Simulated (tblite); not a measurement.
triflic acid (CHF3O3S), singlet, geometry from GFN2-xTB; GFN1-xTB run with tblite.

The tblite input:
```
$ tblite run mol.xyz --method gfn1 --charge 0 --spin 0 --etemp 2000 --json tblite.json --no-restart

# file mol.xyz
9

O      1.41469782    -0.49779905    -1.06169565
S      0.80886675     0.30104012     0.16311669
O      1.27034678    -0.28302073     1.37173556
O      0.90598970     1.68891681    -0.07270317
C     -0.97345522    -0.20872619    -0.06496558
F     -1.73274043     0.25154402     0.91428660
F     -1.43423367     0.23041401    -1.22337302
F     -1.01685156    -1.53813106    -0.06070275
H      1.82502020    -1.32350365    -0.79066498
```

It wrote (shortened):

```
xTB calculator
 | screened Coulomb repulsion
 | Coulomb electrostatics
 |  * isotropic Klopman-Ohno-Mataga-Nishimoto electrostatics
 |  * onsite third-order electrostatics
 | DFT-D3(BJ) dispersion correction

halogen bonding energy    0.0000000000000E+00 Eh
repulsion energy          1.2845778446702E-01 Eh
dispersion energy        -3.1781885891896E-03 Eh
number of electrons       5.0000000000000E+01 e
integral cutoff           1.9731147476801E+01 bohr

------------------------------------------------------------
  cycle        total energy    energy error   density error
------------------------------------------------------------
      1     -34.38444638585  -3.4509726E+01   8.1551011E-01
      2     -34.88328205895  -4.9883567E-01   5.8887954E-01
      3     -35.04699036092  -1.6370830E-01   4.2327343E-01
      4     -35.75794453468  -7.1095417E-01   9.9801080E-02
      5     -35.76476295249  -6.8184178E-03   2.4260178E-02
      6     -35.76444752404   3.1542846E-04   1.6582823E-02
      7     -35.76540969907  -9.6217503E-04   4.1713118E-03
      8     -35.76545879778  -4.9098713E-05   1.7061856E-03
      9     -35.76546768616  -8.8883718E-06   4.0134825E-04
     10     -35.76546837312  -6.8696194E-07   6.2218421E-05
     11     -35.76546838227  -9.1480956E-09   1.3581824E-05
------------------------------------------------------------

electronic energy        -3.5890747978143E+01 Eh
total energy             -3.5765468382266E+01 Eh

Post processing:
 | Mayer-Wiberg bond orders

[Info] JSON dump of results written to 'tblite.json'
```
